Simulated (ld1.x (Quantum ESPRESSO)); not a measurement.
Se: one change to an RRKJ potential, before and after

```
Element                 : selenium (Se)
Generator               : ld1.x (Quantum ESPRESSO) 7.5
Type                    : norm-conserving RRKJ (Kleinman–Bylander form)
Functional              : PBE
Relativity              : scalar-relativistic
Frozen core             : [Ar]
Valence charge          : 16
Reference configuration : 3d10 4s2 4p3.5 (charge +0.5)
Partial waves           : 4p (bound): rc 1.70 bohr; 3d (bound): rc 0.60 bohr; 4s (bound): rc 1.40 bohr
Local potential         : the s channel
Core correction         : none
```

Change: all radii scaled by about 1.37 (s 1.92, p 2.32, d 0.82 bohr).

Cutoffs: the cutoffs (Ry, on a coarse ladder) from which the occupation-weighted sum of valence levels, in a spherical-Bessel basis at the reference potential, stays within 10 and 1 mRy of its value at 400 Ry; they do not see the model core or the augmentation charge, which bear on the density cutoff. Errors are all-electron minus pseudo energies relative to the spin-unpolarised reference configuration.

Q: Predict the effect on cutoff, ghosts and configuration errors.

A: A bound ghost appears in p, which as a rule spoils a file; of the 7 tests that both files solve, the error grows in 5 and shrinks in 1 by more than 15 % and 0.3 meV (median size 2.2 → 15.8 meV).

```csv
quantity,base,changed
"cutoff, loose",over 300 Ry,300 Ry
"cutoff, tight",over 300 Ry,over 300 Ry
loose cutoff by channel (10 mRy a level),"p 30 Ry, d over 300 Ry, s 21 Ry","p 15 Ry, d 260 Ry, s 18 Ry"
bound ghosts,none,p
"error for 3d10 4s2 4p4, meV [ΔE -4.31 eV]",+0.6,-0.8
"error for 3d10 4s2 4p3, meV [ΔE 6.54 eV]",-1.0,-2.7
"error for 3d10 4s2 4p2, meV [ΔE 26.88 eV]",-2.2,-16
"error for 3d9 4s2 4p5, meV [ΔE 47.36 eV]",-1496,-1251
"error for 3d10 4s2 4p4.3, meV [ΔE -5.90 eV]",+0.7,-2.5
"error for 3d10 4s2 4p0, meV [ΔE 99.94 eV]",+68,+98
"error for 3d10 4s0 4p6, meV [ΔE 17.65 eV]",-20,-40
```

 A true bound ghost makes a file unfit for plane-wave use even where its test errors are small: the radial tests pick states by their node count and pass the ghost by.
